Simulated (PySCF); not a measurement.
A series of related molecules.

All values: PBE0/def2-SVPD (PySCF) at PBE0-D3(BJ)/def2-SVP geometries, gas phase, one conformer each. Core orbitals are frozen in the response; Δα² is half the sum of the squared differences of the principal polarisabilities.

Task: Rank by HOMO–LUMO gap, highest first.
A. `CC(=O)P(C)CO`
B. `CPCC(C)(C)C`
C. `CPC1=CC=C(C)C=C1`
D. `CPC(C)=O`

Result: B (7.07 eV), C (6.04 eV), D (5.82 eV), A (5.47 eV).

Task: Rank by vertical ionisation energy (ΔSCF), highest first.
A. `CPCC(C)(C)C`
B. `CPC(C)=O`
C. `CPc1ccc(C)cc1`

Result: B (8.77 eV), A (8.57 eV), C (8.27 eV).

All values together:

```csv
SMILES,formula,μ (D),HOMO (eV),LUMO (eV),α (Å³),Δα (Å³),electrons,α per electron (Å³),ΔSCF removal energy (eV)
CPC(C)=O,C3H7OP,3.38,-6.77,-0.94,10.10,3.37,48,0.210,8.77
CPCC(C)(C)C,C6H15P,1.24,-6.60,0.47,15.17,3.93,66,0.230,8.57
CC(=O)P(C)CO,C4H9O2P,2.67,-6.80,-1.34,12.47,2.90,64,0.195,8.69
CPc1ccc(C)cc1,C8H11P,1.70,-6.61,-0.57,18.20,10.37,74,0.246,8.27
```

Conformers: `[CH3:1][PH:2][C:3]([CH3:4])=[O:5]` with C1–P2–C3–C4 48°; `[CH3:1][PH:2][CH2:3][C:4]([CH3:5])([CH3:6])[CH3:7]` with C1–P2–C3–C4 -177°; `[CH3:1][C:2](=[O:3])[P:4]([CH3:5])[CH2:6][OH:7]` with C1–C2–P4–C5 -76°, C2–P4–C6–O7 51°, P4–C6–O7–H -65°; `[CH3:1][PH:2][c:3]1[cH:4][cH:5][c:6]([CH3:7])[cH:8][cH:9]1` with C1–P2–C3–C4 79°.
